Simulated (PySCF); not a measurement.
**Orbital picture of NaSr**

PBE0 at R = 3.911 Å; Na def2-SVPD, Sr def2-SVPD with ECP28; scalar-relativistic core potentials (PySCF 2.14). State: doublet, unpaired electrons π ↑, a second solution, started from another occupation. Only the outer orbitals are listed, counted within each symmetry, core potentials removing the inner ones.

| spin | orbital | occ. | ε (eV) | on Na (%) | main shells (%) |
| --- | --- | --- | --- | --- | --- |
| α | 1π | 1 | -32.95 | 100 | 100 Na p |
| α | 4σ | 1 | -32.93 | 100 | 100 Na p |
| α | 1π | 1 | -32.92 | 100 | 100 Na p |
| α | 2π | 1 | -25.03 | 0 | 100 Sr p |
| α | 2π | 1 | -24.96 | 0 | 100 Sr p |
| α | 5σ | 1 | -24.94 | 0 | 100 Sr p |
| α | 6σ | 1 | -4.40 | 33 | 61 Sr s, 30 Na s |
| α | 3π | 1 | -2.24 | 34 | 44 Sr p, 34 Na p, 21 Sr d |
| α | 7σ | 0 | -2.17 | 51 | 46 Na s, 31 Sr s, 15 Sr p |
| α | 3π | 0 | -1.06 | 37 | 51 Sr p, 36 Na p, 12 Sr d |
| α | 8σ | 0 | -0.73 | 55 | 48 Na p, 39 Sr p |
| β | 1π | 1 | -32.92 | 100 | 100 Na p |
| β | 4σ | 1 | -32.90 | 100 | 100 Na p |
| β | 1π | 1 | -32.88 | 100 | 100 Na p |
| β | 2π | 1 | -25.04 | 0 | 100 Sr p |
| β | 5σ | 1 | -24.89 | 0 | 100 Sr p |
| β | 2π | 1 | -24.88 | 0 | 100 Sr p |
| β | 6σ | 1 | -4.08 | 16 | 83 Sr s, 14 Na s |
| β | 7σ | 0 | -2.04 | 63 | 60 Na s, 30 Sr p |
| β | 3π | 0 | -0.95 | 10 | 88 Sr p, 10 Na p |
| β | 3π | 0 | -0.71 | 7 | 83 Sr p, 10 Sr d |

Question: Which are the highest filled and the lowest empty level, where do they sit, and how wide is the gap?

Answer: Highest filled α 3π at -2.24 eV (in %: 44 Sr p, 34 Na p, 21 Sr d); lowest empty α 7σ at -2.17 eV (in %: 46 Na s, 31 Sr s, 15 Sr p); the gap at PBE0 is 0.07 eV.

| Property | Result |
| --- | --- |
| bond order (Mayer) | 1.17 |
| ⟨S²⟩ | 0.887 |
| charge on Na (Mulliken, basis-dependent) | 0.16 |
| charge on Na (Löwdin, basis-dependent) | -0.04 |
| dipole moment (positive dipole means Na(−)Sr(+)) | -1.07 D |

Spin–orbit coupling is left out.
